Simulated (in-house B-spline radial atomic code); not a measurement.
Successive ionisation energies of tungsten; each step leads to the configuration of the next row (after the last: [Ar] 3d10 4s2 4p1/2(1)). Dirac energy differences include first-order Breit, QED and recoil terms. NIST's values go from ground level to ground level; the uncertainty of those that are theory runs from under 0.1 % in few-electron ions to several per cent in heavy many-electron ones. Computed with a B-spline radial code for spherical atoms: Dirac-Hartree-Fock, jj configuration that fills j = l - 1/2 first, finite nuclei.

A number in brackets counts the electrons of a j subshell.

```csv
ion,configuration,ionisation energy (eV),tabulated value (eV),tabulated kind,computed minus tabulated (eV),highest orbital,largest mean radius (bohr)
W37+,[Kr] 4d3/2(1),1617.8,1621.7,semi-empirical,-3.9,4d3/2,0.42532
W38+,[Ar] 3d10 4s2 4p6,?,?,semi-empirical,?,?,?
W39+,[Ar] 3d10 4s2 4p1/2(2) 4p3/2(3),1883.7,1882.9,semi-empirical,0.8,4p3/2,0.42014
W40+,[Ar] 3d10 4s2 4p1/2(2) 4p3/2(2),1938.8,1940.6,semi-empirical,-1.8,4p3/2,0.41776
W41+,[Ar] 3d10 4s2 4p1/2(2) 4p3/2(1),?,?,semi-empirical,?,?,?
W42+,[Ar] 3d10 4s2 4p1/2(2),2144.6,2149.1,semi-empirical,-4.5,4p1/2,0.39727
```

Question: Fill in the row of W38+.

Answer: ionisation energy (eV): 1829.0; tabulated value (eV): 1829.8; computed minus tabulated (eV): -0.8; highest orbital: 4p3/2; largest mean radius (bohr): 0.42279.

Question: Fill in the row of W41+.

Answer: ionisation energy (eV): 1994.4; tabulated value (eV): 1994.8; computed minus tabulated (eV): -0.4; highest orbital: 4p3/2; largest mean radius (bohr): 0.41542.

Question: How far is this level of theory from the measured and semi-empirical values?

Answer: Over those 6 rows the differences run from -4.51 to +0.776 eV (mean absolute value 2 eV). The calculation leaves out correlation and, in open shells, the multiplet splittings that an average leaves out.
